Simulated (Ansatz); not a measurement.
`CCC(CC(C)c1ccc(I)cc1)c1ccc(OC(C)(C)C)cc1` with charge -1, relaxed as a doublet with UKS PBE-D4/def2-SVP in Ansatz, starting from the PBE-D4/def2-SVP geometry of the neutral singlet. Force threshold 0.03 eV/Å.

In the def2 sets I takes a core potential; there is no spin–orbit coupling. Single mean-field runs in def2-SVP are fitted with def2-universal-jkfit. The highest occupied level of the relaxed charge -1 doublet lies above zero (up to 0.92 eV). By energy differences its removal costs 0.27 eV (each at its own geometry, to the charge 0 singlet, at PBE-D4/def2-SVP); self-interaction error and the lack of diffuse functions both raise the level. The gap within one spin of the relaxed charge -1 doublet nearly closes, so an electron or hole may be smeared out by delocalisation error. The relaxation made no stability test and no search for a lower SCF solution.

Start:

Cartesian coordinates in Å:
```
C 2.003 -1.529 -3.426
C 0.682 -0.813 -3.149
C 0.155 -1.004 -1.708
C -1.278 -0.432 -1.525
C -2.416 -1.474 -1.621
C -2.498 -2.187 -2.980
C -3.747 -0.842 -1.243
C -4.417 -1.223 -0.066
C -5.640 -0.644 0.306
C -6.207 0.340 -0.516
I -8.058 1.225 0.026
C -5.563 0.744 -1.696
C -4.342 0.151 -2.047
C 1.120 -0.424 -0.687
C 1.361 0.965 -0.623
C 2.239 1.509 0.322
C 2.903 0.672 1.241
O 3.808 1.193 2.131
C 3.349 1.626 3.452
C 2.746 0.445 4.225
C 4.632 2.118 4.123
C 2.328 2.764 3.323
C 2.691 -0.718 1.172
C 1.810 -1.251 0.220
H 1.904 -2.625 -3.276
H 2.343 -1.365 -4.468
H 2.805 -1.175 -2.747
H 0.796 0.277 -3.338
H -0.092 -1.161 -3.865
H 0.108 -2.100 -1.514
H -1.356 0.051 -0.529
H -1.457 0.380 -2.266
H -2.202 -2.249 -0.852
H -1.569 -2.751 -3.199
H -2.657 -1.468 -3.810
H -3.340 -2.908 -2.996
H -3.972 -1.996 0.582
H -6.145 -0.962 1.230
H -6.008 1.517 -2.339
H -3.846 0.477 -2.976
H 0.849 1.639 -1.328
H 2.433 2.591 0.353
H 2.462 0.763 5.248
H 1.835 0.059 3.726
H 3.477 -0.383 4.309
H 5.374 1.297 4.179
H 4.425 2.482 5.148
H 5.078 2.945 3.535
H 1.406 2.425 2.811
H 2.756 3.611 2.752
H 2.040 3.135 4.328
H 3.236 -1.374 1.867
H 1.652 -2.341 0.179
```

| step | energy (eV) | largest force component (eV/Å) | SCF passes |
| --- | --- | --- | --- |
| 1 | -33385.2515 | 1.787 | 92 |
| 2 | -33385.6116 | 0.806 | 38 |
| 3 | -33385.7514 | 0.272 | 34 |
| 4 | -33385.7833 | 0.258 | 34 |
| 5 | -33385.7888 | 0.117 | 29 |
| 6 | -33385.7899 | 0.072 | 21 |
| 7 | -33385.7903 | 0.016 | 21 |

Force components are those of the run's own axes.

End:

Cartesian coordinates in Å:
```
C 2.009 -1.513 -3.426
C 0.685 -0.806 -3.141
C 0.165 -1.005 -1.698
C -1.270 -0.441 -1.509
C -2.410 -1.481 -1.614
C -2.467 -2.201 -2.972
C -3.749 -0.852 -1.253
C -4.427 -1.234 -0.077
C -5.662 -0.652 0.273
C -6.234 0.320 -0.551
I -8.570 1.446 0.128
C -5.577 0.715 -1.720
C -4.343 0.135 -2.070
C 1.137 -0.425 -0.684
C 1.381 0.966 -0.628
C 2.267 1.510 0.318
C 2.928 0.673 1.235
O 3.836 1.199 2.132
C 3.368 1.622 3.446
C 2.764 0.439 4.217
C 4.645 2.119 4.128
C 2.342 2.757 3.321
C 2.714 -0.719 1.177
C 1.824 -1.251 0.224
H 1.917 -2.610 -3.282
H 2.349 -1.340 -4.468
H 2.810 -1.159 -2.744
H 0.792 0.286 -3.327
H -0.091 -1.156 -3.852
H 0.126 -2.102 -1.509
H -1.351 0.029 -0.508
H -1.453 0.379 -2.239
H -2.201 -2.255 -0.840
H -1.532 -2.762 -3.186
H -2.630 -1.484 -3.803
H -3.307 -2.924 -2.989
H -3.972 -2.005 0.573
H -6.174 -0.967 1.201
H -6.025 1.485 -2.375
H -3.831 0.455 -2.997
H 0.863 1.639 -1.329
H 2.464 2.592 0.350
H 2.467 0.756 5.237
H 1.864 0.046 3.705
H 3.501 -0.384 4.308
H 5.390 1.300 4.183
H 4.431 2.478 5.154
H 5.089 2.949 3.545
H 1.429 2.417 2.792
H 2.771 3.611 2.759
H 2.040 3.117 4.325
H 3.258 -1.372 1.873
H 1.656 -2.339 0.187
```

By distances, no bond broke or formed. The bond that changes most is C10–I11, from 2.12 to 2.68 Å (atoms count from 1).

No frequencies were taken in this run, so the end may be a saddle point.

It took 3.3 min on 8 threads of AMD EPYC on a shared host, peak host memory 2.1 GiB.
